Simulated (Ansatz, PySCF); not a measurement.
Reaction (SMILES): CC(C)CCO + 5 [H][H] (H2) → 5 C (CH4) + O (H2O)
Geometries: B3LYP-D3(BJ)/def2-TZVP minima from Ansatz (a program for electronic structure), one conformer each, not searched for the lowest.
Geometry of the first species:
```xyz
18

C     -2.0355     0.9496     0.7104
C     -0.9011    -0.0693     0.5970
C     -1.4080    -1.3676    -0.0351
C      0.2782     0.5358    -0.1727
C      1.5162    -0.3390    -0.2177
O      2.5600     0.4114    -0.8379
H     -2.4179     1.2131    -0.2796
H     -1.6967     1.8691     1.1917
H     -2.8682     0.5502     1.2930
H     -0.5554    -0.3002     1.6121
H     -2.2722    -1.7535     0.5096
H     -1.7168    -1.1960    -1.0702
H     -0.6467    -2.1488    -0.0395
H     -0.0304     0.7642    -1.1980
H      0.5608     1.4865     0.2877
H      1.8025    -0.6282     0.8026
H      1.3215    -1.2571    -0.7829
H      3.3400    -0.1469    -0.9143
```

Property: energy of full hydrogenation (enthalpy at 298 K, with B3LYP-D3(BJ) rigid-rotor harmonic-oscillator terms from PySCF), in kcal/mol. Valence correlation only, unless marked. Spin-orbit coupling is left out. No relativistic terms. Basis-set limits of correlation are two-point, X^-3; Hartree-Fock from the larger set.

```json
[
 {"level": "HF/aug-cc-pVTZ", "program": "Ansatz", "energy of full hydrogenation (kcal/mol)": "-93.9"},
 {"level": "PBE-D4/def2-TZVPD", "program": "Ansatz + dftd4", "energy of full hydrogenation (kcal/mol)": "-72.3"},
 {"level": "revPBE-D3(BJ)/def2-TZVPD", "program": "Ansatz + dftd3", "energy of full hydrogenation (kcal/mol)": "-70.2"},
 {"level": "PBE0/def2-TZVP", "program": "Ansatz", "energy of full hydrogenation (kcal/mol)": "-78.9"},
 {"level": "BHLYP/def2-TZVPD", "program": "Ansatz", "energy of full hydrogenation (kcal/mol)": "-86.5"},
 {"level": "r2SCANh/def2-TZVPD", "program": "Ansatz", "energy of full hydrogenation (kcal/mol)": "-76.9"},
 {"level": "LC-wPBE-D3(BJ)/def2-TZVPD", "program": "Ansatz + dftd3", "energy of full hydrogenation (kcal/mol)": "-74.9"},
 {"level": "MP2/6-31G*", "program": "Ansatz", "energy of full hydrogenation (kcal/mol)": "-61.5"},
 {"level": "MP2/aug-cc-pVTZ", "program": "Ansatz", "energy of full hydrogenation (kcal/mol)": "-72.2"},
 {"level": "RI-MP2/CBS(cc-pVTZ,cc-pVQZ)", "program": "Ansatz", "energy of full hydrogenation (kcal/mol)": "-72.2"},
 {"level": "SCS-MP2/aug-cc-pVTZ", "program": "Ansatz", "energy of full hydrogenation (kcal/mol)": "-74.7"},
 {"level": "CCSD/cc-pVDZ", "program": "Ansatz", "energy of full hydrogenation (kcal/mol)": "-75.4"},
 {"level": "CCSD(T)/6-31G*", "program": "Ansatz", "energy of full hydrogenation (kcal/mol)": "-59.6"},
 {"level": "CCSD(T)/cc-pVDZ", "program": "Ansatz", "energy of full hydrogenation (kcal/mol)": "-71.6"},
 {"level": "CCSD(T)/CBS(cc-pVTZ,cc-pVQZ)", "program": "Ansatz", "energy of full hydrogenation (kcal/mol)": "-74.6"}
]
```
